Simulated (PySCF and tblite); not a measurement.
Values are calculated unless marked as measured or tabulated.
C₅H₇NO, numbered as in [CH3:1][O:2][c:3]1[cH:4][cH:5][nH:6][cH:7]1. The ensemble was built from 60 distance-geometry starts (ETKDG and KDG, MMFF94s, GFN2-xTB) and rests on GFN2-xTB geometries. Energies: B3LYP-D3(BJ)/def2-SVP (IEF-PCM, acetonitrile), with GFN2-xTB thermal terms (modes under about 100 cm⁻¹ blended into free rotors). Symmetry numbers and mirror images are counted. Conformers within 3 kcal/mol (GFN2-xTB free energy) were kept, 3 at most. GIAO shieldings: WP04/pcSseg-1 (IEF-PCM, acetonitrile). Shifts are against TMS (¹H), TMS (¹³C) at the same level. Programs: PySCF with density fitting and tblite.

Torsions listed: C1–O2–C3–C4.

| conformer | shape | point group | mirror pair | ΔE(DFT) | Δ(G−E) at 220 K | δ C4 (ppm) |
| --- | --- | --- | --- | --- | --- | --- |
| 1 | 180° | Cs | no | 0.00 | 0.00 | 103.2 |
| 2 | 0° | Cs | no | 0.78 | 0.00 | 99.5 |

Energies in kcal/mol; the thermal term leaves out symmetry numbers and mirror images.

(1) Work out the weights at 220 K and the ¹³C shift of C4 under fast exchange.

## Answers

(1) RT = 0.437 kcal/mol. Each conformer gets RT ln(σ/g), with σ the rotational symmetry number and g = 2 for a mirror pair: 1: σ = 1, g = 1, G = 0.00 + 0.00 + 0.00 = 0.00, 0.00 above the lowest, exp(−ΔG/RT) = 1.000; 2: σ = 1, g = 1, G = 0.78 + 0.00 + 0.00 = 0.79, 0.79 above the lowest, exp(−ΔG/RT) = 0.165. The sum is 1.165, so the weights are 85.9, 14.1 %. The averaged shift is 102.7 ppm. At 298.15 K it is 102.4 ppm. At 298.15 K the leading conformer alone gives 103.2 ppm and bare DFT energies give 102.4 ppm.
